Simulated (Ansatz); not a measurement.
Consider the ligand exchange at the Si–C bond: `N[SiH2]CBO` + `[NH2][GeH2][NH2]` → `N[SiH2][NH][GeH2][NH2]` + `CBO`.

Computed with Ansatz on PBE0-D4/def2-TZVP structures; ΔE is electronic, products minus reactants. CCSD(T)/CBS adds triple-zeta CCSD(T) − MP2 to the extrapolated MP2 energy (def2 sets, frozen cores). Functionals use def2-TZVPP. B3LYP here is the variant with VWN-RPA as its local correlation; programs differ in this. For Ge outer-core shells are correlated without core-valence functions, which leaves a few kJ/mol of doubt a bond. Scalar relativity is left out up to krypton. One conformer a species, not always the lowest.

```tsv
level	ΔE (kJ/mol)
PBE-D4	-60.0
r2SCAN	-65.0
B3LYP	-67.9
SCS-MP2/def2-TZVPP	-71.5
```

Task: What does CCSD(T)/CBS give? (An estimate is asked.)

Result: The calculation gave: -68.7 kJ/mol. The listed levels differ from it by 8.7, 3.7, 0.8, -2.8 kJ/mol.

Largest T1 diagnostic among the species: 0.012.

In def2-TZVPP, CCSD(T) changes the Hartree–Fock value by +7.4 kJ/mol (the triples alone add +0.8 kJ/mol) and MP2 by +6.5 kJ/mol.

CCSD(T)/CBS has its own doubt, a few kJ/mol and more with outer-core shells, so smaller differences from it don't rank the levels.
